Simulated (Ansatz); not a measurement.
Start from `C=C[SiH2]N` and change one element to get `C=C[SiH2][AsH2]`.

Ansatz, PBE0-D4/def2-TZVP geometries, multiplicity 1. Each molecule was computed in one conformer, which needn't be the lowest.

Scalar relativity is left out up to krypton.

```
                               property  `C=C[SiH2]N`
    HOMO–LUMO gap (PBE/def2-TZVPP) / eV          4.71
  HOMO energy (ωB97M-V/def2-TZVPP) / eV         -9.72
HOMO–LUMO gap (ωB97M-V/def2-TZVPP) / eV         11.60
      HOMO energy (PBE/def2-TZVPP) / eV         -5.95
      LUMO energy (PBE/def2-TZVPP) / eV         -1.25
  HOMO–LUMO gap (B3LYP/def2-TZVPP) / eV          6.67
```

(1) What does the change do to each property? (Estimate.)

Results:

(1) Computed: 
```
                               property  `C=C[SiH2][AsH2]`  shift
    HOMO–LUMO gap (PBE/def2-TZVPP) / eV               4.54  -0.17
  HOMO energy (ωB97M-V/def2-TZVPP) / eV              -9.22   0.50
HOMO–LUMO gap (ωB97M-V/def2-TZVPP) / eV              10.56  -1.04
      HOMO energy (PBE/def2-TZVPP) / eV              -6.17  -0.22
      LUMO energy (PBE/def2-TZVPP) / eV              -1.63  -0.38
  HOMO–LUMO gap (B3LYP/def2-TZVPP) / eV               6.11  -0.56
```

With PBE0 the HOMO rises by 0.18 eV and the LUMO falls by 0.44 eV, so the gap narrows by about 0.62 eV. PBE moves the HOMO by -0.22 eV and ωB97M-V by 0.50 eV.

B3LYP here is the variant with VWN-RPA as its local correlation; programs differ in this.
